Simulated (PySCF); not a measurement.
Problem. Give a GFN2-xTB geometry of `N=C1CCC(C(=O)[O-])CC1`. (Charge -1.)

Solution. 
Z-matrix in Å and degrees, rows numbered from 1:
```
N 
C   1  1.2677
C   2  1.4934  1  126.41
C   3  1.5321  2  111.07  1   126.24
C   4  1.5226  3  110.33  2    54.19
C   5  1.6051  4  113.53  3    64.95
O   6  1.2382  5  116.72  4     0.25
O   6  1.2357  5  114.10  4   179.94
C   5  1.5242  4  110.27  3   -57.91
C   2  1.4936  1  119.27  3   179.57
H   1  1.0228  2  113.57  3     0.16
H   3  1.0973  2  110.86  1     2.42
H   3  1.0947  2  108.91  1  -117.90
H   4  1.0926  3  108.61  2   174.11
H   4  1.0991  3  109.82  2   -67.58
H   5  1.0983  4  109.27  3  -177.60
H   9  1.0982  5  110.88  4   -62.20
H   9  1.0921  5  108.63  4   178.53
H  10  1.0925  2  109.82  1    -2.37
H  10  1.0927  2  108.40  1   116.81
```

The 6-membered ring C2–C3–C4–C5–C9–C10 has internal angles of 110.1° to 114.3° (sum 666°, against 720° for a flat polygon); it is puckered, 0.23 Å rms from its mean plane, widest ring torsion 59°. C2 (imine carbon) is planar (angles 126.4°, 119.3° and 114.3°, sum 360.0°, 0.00 Å off the plane of its three neighbours). Of the pairs four or more bonds apart, O7···H13 is among the closest relative to their van der Waals radii: 2.18 Å, 80 % of the sum of Bondi's values. The 7 C–C bonds span 1.493 Å (C2–C3, drawn single) to 1.605 Å (C5–C6, drawn single), a spread of 0.112 Å.

Computed geometry: GFN2-xTB, gas phase.

Point group: C1 (no symmetry element, even within 0.4 Å). GFN2-xTB frequencies: not computed here. Torsions: C4–C5–C6–O7 0°, N1–C2–C3–C4 126°, C2–C3–C4–C5 54°, C3–C4–C5–C6 65°, C4–C5–C9–C10 59°.

One conformer stands for the species.
